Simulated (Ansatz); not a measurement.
Reaction (ligand exchange at the Si–O bond): `O[SiH](Cl)[O][GeH3]` + `N[SiH](O)F` → `O[Si@H](F)N[Si@H](O)Cl` + `[OH][GeH3]`

Isolated molecules relaxed with PBE0-D4/def2-TZVP in Ansatz; ΔE leaves out vibrations. CBS: MP2 limit from def2 TZ/QZ plus the TZ coupled-cluster correction, frozen cores. This one scheme is used for every species. Functionals use def2-TZVPP. For Ge outer-core shells are correlated without core-valence functions, which leaves a few kJ/mol of doubt a bond. Scalar relativity is left out up to krypton. Each species was taken in one conformer, which may not be the lowest.

```csv
species,ωB97M-V energy (Eh)
`O[SiH](Cl)[O][GeH3]`,-2980.21355
`N[SiH](O)F`,-521.90682
`O[Si@H](F)N[Si@H](O)Cl`,-1347.57805
`[OH][GeH3]`,-2154.52263
```

Question: Work out ΔE.

Answer: ΔE = (-1347.57805) + (-2154.52263) − (-2980.21355) − (-521.90682) = 0.01969 Eh = +0.54 eV. CCSD(T)/CBS gives +0.55 eV.

Largest T1 diagnostic among the species: 0.011.

The D4 term adds −0.05 eV with B3LYP and −0.03 eV with PBE0; it sums over pairs of atoms, weighted by their polarisabilities, and B3LYP, whose exchange is more repulsive, gets the larger term. In def2-TZVPP, CCSD(T) changes the Hartree–Fock value by −0.17 eV (the triples alone add −0.03 eV) and MP2 by −0.17 eV.

B3LYP here is the variant with VWN-RPA as its local correlation; programs differ in this.
